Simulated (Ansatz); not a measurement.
Reactions of `CC1C[SiH2]1`.

Program: Ansatz. Geometries: PBE0-D4/def2-TZVP. ΔE: electronic, gas phase. CCSD(T)/CBS adds triple-zeta CCSD(T) − MP2 to the extrapolated MP2 energy (def2 sets, frozen cores). This one scheme is used for every species, atoms too. Functionals use def2-TZVPP. No spin–orbit coupling; open shells (•) take unrestricted orbitals. Spin–orbit coupling would lower the free atoms: a little for C, Si. Each species was taken in one conformer, which may not be the lowest.

| reaction | CCSD(T)/CBS(def2) (kJ/mol) |
| --- | --- |
| `CC1C[SiH2]1` → `CC[Si]C` | 20 |
| `CC1C[SiH2]1` → 3 C• + 8 H• + Si• | 4434 |
| `CC1C[SiH2]1` → `C1C[SiH2]1` + `[CH2]` (triplet) | ? |
| `CC1C[SiH2]1` + `N=C1O[SiH]1O` → `CO[SiH]1OC1=N` + `C1C[SiH2]1` | 54 |
| `CC1C[SiH2]1` + `O[SiH](F)[SiH3]` → `CO[SiH](F)[SiH3]` + `C1C[SiH2]1` | 55 |
| `CC1C[SiH2]1` + `F[SiH3]` → `F[SiH2]C1C[SiH2]1` + CH₄ | -74 |
| `CC1C[SiH2]1` → `CC(C)[SiH]` | ? |
| `CC1C[SiH2]1` + H₂ → `C1C[SiH2]1` + CH₄ | ? |
| `CC1C[SiH2]1` → `C=C(C)[SiH3]` | -43 |

Fill in the missing values. (Estimate.)

Computed: `CC1C[SiH2]1` → `C1C[SiH2]1` + `[CH2]` (triplet): +436.2 kJ/mol; `CC1C[SiH2]1` → `CC(C)[SiH]`: +66.8 kJ/mol; `CC1C[SiH2]1` + H₂ → `C1C[SiH2]1` + CH₄: -67.0 kJ/mol.

Largest T1 diagnostic: 0.016, for `N=C1O[SiH]1O`.
